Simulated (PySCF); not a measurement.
Simulated characterisation data

One averaged value for each set of equivalent atoms, a single conformation, relativity neglected, no solvent. GFN2-xTB structure; shielding tensors at PBE0/pcSseg-1 (GIAO); PySCF.

δ = σ(ref) − σ, references computed at the same level: 1H and 13C against TMS. Splittings of carbon signals by F and P are missing where no couplings were computed. Where no couplings were computed, multiplicities follow the n + 1 count of equivalent neighbours, and m marks all less simple cases (inequivalent or close neighbours, rings, F or P nearby). Shifts are as computed. Against solution values, carbons near 30 ppm lie about +3 ppm off and those near 130 ppm about +5 ppm. Of 1211 compounds with measured shifts, 218 miss one by over three times the rms of a fit or turn the order of signals round; such compounds aren't used in these exercises.

Compound 1 (C5H7F3). 1H NMR (500 MHz, computed): δ 1.19 (m, 3H), 1.17 (m, 1H), 1.01 (m, 1H), 0.99 (m, 1H), 0.42 (m, 1H). 13C{1H} NMR (computed): δ 136.1 (C), 23.9 (CH), 19.7 (CH3), 14.0 (CH), 12.5 (CH2). Structure: `C[C@@H]1C[C@H]1C(F)(F)F`.

Compound 2 (C4H8F2O2Si). 1H NMR (500 MHz, computed): δ 6.44 (m, 1H), 5.19 (m, 1H), 4.90 (m, 1H), 4.88 (m, 1H), 4.32 (m, 1H), 4.26 (m, 1H), 2.40 (m, 1H), 1.91 (m, 1H). 13C{1H} NMR (computed): δ 124.3 (CH), 73.9 (CH), 63.7 (CH2), 31.8 (CH2). Structure: `C(F)(F)[C@H]1CCO[SiH2]O1`.
